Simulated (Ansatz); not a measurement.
`C[SiH](N)[GeH3]` + H–F → `C[SiH](F)[GeH3]` + NH₃ at 298.15 K and 1 bar (ligand exchange at the Si–N bond).

Calculated with Ansatz (gas phase, PBE0-D4/def2-TZVP geometries, no zero-point term in ΔE). CCSD(T)/CBS adds triple-zeta CCSD(T) − MP2 to the extrapolated MP2 energy (def2 sets, frozen cores). This one scheme is used for every species. For Ge outer-core shells are correlated without core-valence functions, which leaves a few kJ/mol of doubt a bond. Scalar relativity is left out up to krypton. One conformer a species, not always the lowest.

```tsv
species	CCSD(T)/CBS energy (Eh)	H − E (kJ/mol)	S (J/(mol·K))
`C[SiH](N)[GeH3]`	-2463.40010	274.1	378.2
H–F	-100.39570	33.5	173.6
`C[SiH](F)[GeH3]`	-2507.31933	210.8	362.8
NH₃	-56.50880	100.5	192.4
```

H − E and S are ideal-gas, rigid-rotor, harmonic terms from PBE0-D4/def2-TZVP, for one conformer and one mirror image of each species. 1 Eh = 2625.50 kJ/mol, R = 8.31446 J/(mol·K).

Question: By hand: ΔE, ΔH, ΔS and ΔG.

Answer: ΔE = (-2507.31933) + (-56.50880) − (-2463.40010) − (-100.39570) = -0.03233 Eh = -84.9 kJ/mol. Δ(H − E) = 210.8 + 100.5 − 274.1 − 33.5 = 3.7, so ΔH = -81.2 kJ/mol. ΔS = 362.8 + 192.4 − 378.2 − 173.6 = 3.4 J/(mol·K). ΔG = -81.2 − 298.15 × (3.4)/1000 = -82.2 kJ/mol.

Question: By hand: the equilibrium constant, and the temperature at which ΔG would vanish if ΔH and ΔS stayed fixed.

Answer: log₁₀ K = −ΔG/(RT ln 10) = 14.4. ΔH and −TΔS have one sign here, so there is no such temperature. One of them is within its doubt of zero, so this could turn.

The number of gas molecules stays the same, so ΔS is small and ΔH decides. A doubt of 5 kJ/mol in ΔE shifts log₁₀ K by 0.9 here. Other conformers and mirror images would add mixing entropy, several J/(mol·K) or more a flexible species. These are equilibria of isolated gas molecules and say nothing of rates. Largest T1 diagnostic: 0.012 (customary marks: 0.02 for closed shells, 0.045 for open ones).
